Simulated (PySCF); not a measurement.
C₂H₁₀OSi₃, SMILES C1[C@H]([SiH3])[SiH2][Si@@H]1O.

Coordinates come from a B3LYP-D3(BJ)/def2-SVP optimisation. The structure was generated by enumeration; whether it is a known compound was not checked. The values are those of a single conformer.

All values below come from PBE/def2-TZVP run with PySCF.

The molecule is in vacuum.

```yaml
total_energy: -1025.39751 hartree
highest_occupied_level: -6.17 eV
lowest_empty_level: -1.19 eV
orbital_gap: 4.98 eV
dipole_moment: 0.74 D
quadrupole, principal values (traceless, Buckingham form, about the centre of nuclear charge): -11.23, 0.87, 10.35 D·Å
```
